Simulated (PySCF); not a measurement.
**Polarisability and C₆ of Pt⁻ (platinum, charge -1)**

[Xe] 4f14 5d9 6s2, 2D determinant. Computed with PySCF 2.14 in def2-TZVPPD with the def2 core potential (60 electrons) (6s5p3d2f1g, 59 functions), with a scalar-relativistic core potential. Coupled (time-dependent) response in atomic units; α is the mean over directions.

| method | mean α (bohr³) | α xx, yy, zz | C₆ (like pair) | S(−4) |
| --- | --- | --- | --- | --- |
| UHF | 126.3 | 127.9, 127.9, 123.1 | 1366 | 27030 |

S(−4) is the Cauchy moment in α(ω) = α(0) + S(−4) ω² + …

Spin-orbit coupling is absent.

α(iu) at UHF:

```
u (hartree)  α(iu) (bohr³)
          0          126.3
     0.0500          94.85
      0.100          65.01
      0.200          36.61
      0.300          24.09
      0.500          13.69
      0.750          8.911
       1.00          6.634
       1.50          4.260
       2.00          2.970
       3.00          1.647
       5.00         0.6988
```

A single London oscillator, α(iu) = α/(1 + u²/ω²), gives C₆ = (3/4) ω α². Matching the computed C₆ needs ω = 4 × 1366 / (3 × 126.3²) = 0.114 hartree.

For an ion, C₆ is the dispersion term alone; charge-induced terms of lower order in 1/R come first.

The components differ because the open shell of this determinant is not spherical; for a pure term their mean is the scalar polarisability.

Energies and moments cover only the electrons outside the core potential. Spin-orbit coupling, absent here, splits the open shell strongly.
